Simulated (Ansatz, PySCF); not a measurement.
Breaking a bond: SiS, singlet.

Levels of theory: UHF/cc-pVDZ (PySCF); RHF/cc-pVDZ (PySCF); UKS-LDA (SVWN5) = unrestricted LDA (SVWN5)/cc-pVDZ (PySCF 2.14.0); RKS-LDA (SVWN5) = restricted LDA (SVWN5)/cc-pVDZ in PySCF; UKS-BHandHLYP = unrestricted BHandHLYP/cc-pVDZ run with PySCF; RKS-BHandHLYP = restricted BHandHLYP/cc-pVDZ (PySCF); UKS-PBE0 = PySCF with unrestricted PBE0/cc-pVDZ; RKS-PBE0 = restricted PBE0/cc-pVDZ in PySCF; UKS-PBE = unrestricted PBE/cc-pVDZ (Ansatz, a quantum-chemistry and plane-wave program); RKS-PBE = restricted PBE/cc-pVDZ in Ansatz; UKS-B3LYP/6-31G* = unrestricted B3LYP/6-31G*, spherical d (PySCF); RKS-B3LYP/6-31G* = restricted B3LYP/6-31G*, spherical d in PySCF; UKS-B3LYP/3-21G = unrestricted B3LYP/3-21G in PySCF; RKS-B3LYP/3-21G = PySCF with restricted B3LYP/3-21G; UKS-LDA (SVWN5)/6-31G* = unrestricted LDA (SVWN5)/6-31G*, spherical d (PySCF); RKS-LDA (SVWN5)/6-31G* = PySCF with restricted LDA (SVWN5)/6-31G*, spherical d.

Scanned distances (Å): 1.46, 1.55, 1.65, 1.74, 1.83, 1.86, 1.93, 1.98, 2.07, 2.14, 2.24, 2.42, 2.61, 2.88, 3.19, 3.46, 3.86, 4.20, 4.69, 5.26, 5.76, 6.78, 7.81.

Problem. Where does the unrestricted solution first break spin symmetry (<S²> of 0.01 or more)?

Solution. UHF: between 2.14 and 2.24 Å; UKS-LDA (SVWN5): between 2.61 and 2.88 Å; UKS-BHandHLYP: between 2.24 and 2.42 Å; UKS-PBE0: between 2.42 and 2.61 Å; UKS-PBE: between 2.42 and 2.61 Å; UKS-B3LYP/6-31G*: between 2.42 and 2.61 Å; UKS-B3LYP/3-21G: between 2.42 and 2.61 Å; UKS-LDA (SVWN5)/6-31G*: between 2.61 and 2.88 Å.

| R / Å | <S²> UHF | E(RHF) − E(UHF) / kJ/mol | <S²> UKS-LDA (SVWN5) | E(RKS-LDA (SVWN5)) − E(UKS-LDA (SVWN5)) / kJ/mol | <S²> UKS-BHandHLYP | E(RKS-BHandHLYP) − E(UKS-BHandHLYP) / kJ/mol | <S²> UKS-PBE0 | E(RKS-PBE0) − E(UKS-PBE0) / kJ/mol | <S²> UKS-PBE | E(RKS-PBE) − E(UKS-PBE) / kJ/mol | <S²> UKS-B3LYP/6-31G* | E(RKS-B3LYP/6-31G*) − E(UKS-B3LYP/6-31G*) / kJ/mol | <S²> UKS-B3LYP/3-21G | E(RKS-B3LYP/3-21G) − E(UKS-B3LYP/3-21G) / kJ/mol | <S²> UKS-LDA (SVWN5)/6-31G* | E(RKS-LDA (SVWN5)/6-31G*) − E(UKS-LDA (SVWN5)/6-31G*) / kJ/mol |
|---|---|---|---|---|---|---|---|---|---|---|---|---|---|---|---|---|
| 1.46 | 0.00 | 0.0 | 0.00 | 0.0 | 0.00 | 0.0 | 0.00 | 0.0 | 0.00 | 0.0 | 0.00 | 0.0 | 0.00 | 0.0 | 0.00 | 0.0 |
| 1.55 | 0.00 | 0.0 | 0.00 | 0.0 | 0.00 | 0.0 | 0.00 | 0.0 | 0.00 | 0.0 | 0.00 | 0.0 | 0.00 | 0.0 | 0.00 | 0.0 |
| 1.65 | 0.00 | 0.0 | 0.00 | 0.0 | 0.00 | 0.0 | 0.00 | 0.0 | 0.00 | 0.0 | 0.00 | 0.0 | 0.00 | 0.0 | 0.00 | 0.0 |
| 1.74 | 0.00 | 0.0 | 0.00 | 0.0 | 0.00 | 0.0 | 0.00 | 0.0 | 0.00 | 0.0 | 0.00 | 0.0 | 0.00 | 0.0 | 0.00 | 0.0 |
| 1.83 | 0.00 | 0.0 | 0.00 | 0.0 | 0.00 | 0.0 | 0.00 | 0.0 | 0.00 | 0.0 | 0.00 | 0.0 | 0.00 | 0.0 | 0.00 | 0.0 |
| 1.86 | 0.00 | 0.0 | 0.00 | 0.0 | 0.00 | 0.0 | 0.00 | 0.0 | 0.00 | 0.0 | 0.00 | 0.0 | 0.00 | 0.0 | 0.00 | 0.0 |
| 1.93 | 0.00 | 0.0 | 0.00 | 0.0 | 0.00 | 0.0 | 0.00 | 0.0 | 0.00 | 0.0 | 0.00 | 0.0 | 0.00 | 0.0 | 0.00 | 0.0 |
| 1.98 | 0.00 | 0.0 | 0.00 | 0.0 | 0.00 | 0.0 | 0.00 | 0.0 | 0.00 | 0.0 | 0.00 | 0.0 | 0.00 | 0.0 | 0.00 | 0.0 |
| 2.07 | 0.00 | 0.0 | 0.00 | 0.0 | 0.00 | 0.0 | 0.00 | 0.0 | 0.00 | 0.0 | 0.00 | 0.0 | 0.00 | 0.0 | 0.00 | 0.0 |
| 2.14 | 0.00 | 0.0 | 0.00 | 0.0 | 0.00 | 0.0 | 0.00 | 0.0 | 0.00 | 0.0 | 0.00 | 0.0 | 0.00 | 0.0 | 0.00 | 0.0 |
| 2.24 | 0.60 | 8.7 | 0.00 | 0.0 | 0.00 | 0.0 | 0.00 | 0.0 | 0.00 | 0.0 | 0.00 | 0.0 | 0.00 | 0.0 | 0.00 | 0.0 |
| 2.42 | 0.86 | 56.6 | 0.00 | 0.0 | 0.13 | 0.5 | 0.00 | 0.0 | 0.00 | 0.0 | 0.00 | 0.0 | 0.00 | 0.0 | 0.00 | 0.0 |
| 2.61 | 0.98 | 115.5 | 0.00 | 0.0 | 0.74 | 22.5 | 0.46 | 6.6 | 0.07 | 0.1 | 0.27 | 2.1 | 0.26 | 1.8 | 0.00 | 0.0 |
| 2.88 | 1.38 | 193.9 | 0.41 | 3.4 | 0.98 | 76.2 | 0.93 | 36.5 | 0.64 | 10.5 | 0.81 | 20.5 | 0.81 | 19.8 | 0.39 | 3.0 |
| 3.19 | 1.74 | 262.4 | 0.91 | 20.0 | 1.33 | 139.1 | 1.20 | 83.5 | 1.06 | 32.3 | 1.12 | 57.4 | 1.15 | 55.7 | 0.89 | 19.0 |
| 3.46 | 2.00 | 303.6 | 1.20 | 37.4 | 1.60 | 184.8 | 1.47 | 126.2 | 1.31 | 52.6 | 1.34 | 91.3 | 1.34 | 89.0 | 1.18 | 36.2 |
| 3.86 | 2.02 | 341.4 | 1.48 | 61.3 | 1.82 | 221.8 | 1.73 | 187.8 | 1.55 | 79.2 | 1.64 | 141.6 | 1.63 | 138.7 | 1.46 | 60.0 |
| 4.20 | 2.02 | 359.8 | 1.62 | 77.5 | 1.92 | 240.8 | 1.85 | 228.6 | 1.67 | 97.3 | 1.77 | 177.9 | 1.77 | 175.5 | 1.61 | 76.1 |
| 4.69 | 2.02 | 373.8 | 1.74 | 94.1 | 1.98 | 259.7 | 1.94 | 256.4 | 1.78 | 116.3 | 1.87 | 214.6 | 1.87 | 213.9 | 1.73 | 92.5 |
| 5.26 | 2.02 | 380.6 | 1.81 | 105.7 | 2.01 | 273.9 | 1.98 | 271.0 | 1.87 | 132.2 | 1.93 | 229.7 | 1.96 | 228.5 | 1.80 | 103.9 |
| 5.76 | 2.02 | 382.9 | 1.85 | 111.5 | 2.01 | 281.2 | 2.01 | 279.0 | 1.89 | 141.2 | 1.98 | 235.4 | 1.98 | 236.3 | 1.83 | 109.6 |
| 6.78 | 2.02 | 384.5 | 1.88 | 116.7 | 2.01 | 287.5 | 2.01 | 287.2 | 1.91 | 149.9 | 2.00 | 243.3 | 1.99 | 244.0 | 1.86 | 114.8 |
| 7.81 | 2.02 | 385.0 | 1.89 | — | 2.01 | 289.3 | 2.01 | 290.2 | 1.92 | 152.3 | 2.00 | 246.6 | 2.00 | 246.8 | 0.00 | — |

A dash means that the run gave no value there, or that the column was ended at a point which the program doubted or which failed a test of continuity chosen for this set; such a test can also cut sound points.
